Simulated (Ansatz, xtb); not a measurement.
Relaxing a trial structure of ClHSi3

The starting geometry of this gas-phase singlet has its atoms placed at random.

```xyz
5

Cl   -1.4049    0.6105   -0.0945
Si    0.0707   -0.8161    1.5070
Si    1.4632   -0.0149   -0.9221
Si    0.4113    1.3826    1.0413
H     0.4773   -1.2365   -1.4861
```

Question: Guess where an optimisation with r2SCAN-D4/def2-SVP ends from this start.

Answer: It ends as a structure with Cl1 bridging Si2 and Si3, H5 bridging Si3 and Si2, given below by its coordinates. Contacts that close: Cl1–Si2 (2.60 → 2.39 Å), Cl1–Si3 (3.05 → 2.39 Å), Si2–H5 (3.05 → 1.72 Å), Si3–Si4 (2.63 → 2.40 Å).

The energy falls by 1.26 eV over 10 steps:

| step | E − E(last) (eV) |
| --- | --- |
| 1 | 1.261 |
| 2 | 0.876 |
| 3 | 0.571 |
| 4 | 0.249 |
| 5 | 0.043 |
| 6 | 0.015 |
| 7 | 0.002 |
| 8 | 0.001 |
| 9 | 0.000 |
| 10 | 0.000 |

Final geometry (Å):

```yaml
atoms:
  - { symbol: Cl, position_ang: [-1.2499, 0.5861, -0.2907] }
  - { symbol: Si, position_ang: [0.0046, -1.0087, 0.9746] }
  - { symbol: Si, position_ang: [0.9863, 0.3315, -1.0984] }
  - { symbol: Si, position_ang: [0.7066, 1.2872, 1.0892] }
  - { symbol: H, position_ang: [0.5700, -1.2706, -0.6292] }
```

From the same start GFN2-xTB ends elsewhere, differing in Cl1–Si2 (3.24 against 2.39 Å here), Cl1–Si3 (2.63 against 2.39 Å here), Cl1–Si4 (2.52 against 2.49 Å here), Si2–H5 (4.72 against 1.72 Å here).

From so rough a start the end depends on the optimiser's path, so another program may land elsewhere. The end wasn't checked by frequencies. Run with Ansatz 0.2.0, 60 s on 1 thread of AMD EPYC (Zen 3) (shared host).
